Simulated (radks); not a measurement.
Task: These are the eigenvalues of the occupied orbitals of an atom or ion with whole-number occupations (eV). All-electron calculation, Dirac Kohn-Sham, BLYP, spin-unpolarised, spherical densities, finite nucleus; Fermi nuclear charge, rms radius of each element as measured or else 0.836 A^(1/3) + 0.57 fm. Program: a radial shooting solver on a logarithmic mesh with Libxc functionals.

| orbital | eigenvalue |
|---|---|
| 1s1/2 | -66716.12 |
| 2s1/2 | -14219.63 |
| 2p1/2 | -13764.26 |
| 2p3/2 | -12629.80 |
| 3s1/2 | -5455.246 |
| 3p1/2 | -5279.336 |
| 3p3/2 | -4993.916 |
| 3d3/2 | -4739.408 |

Which element is it, and in what charge state? The configuration may be excited. Open shells, if any, fill j = l - 1/2 first.

Result: Z = 71, lutetium, charge +52: Lu52+ in [Ar] 3d1. The list shows which subshells hold electrons but not how many an open one holds; the 1s level, -2451.8 hartree, gives Z - s = 70.0 by -(Z - s)^2/2, which with screening and relativity narrows Z to a few neighbours, and the depths of the outer levels then fix element, charge and occupations together.
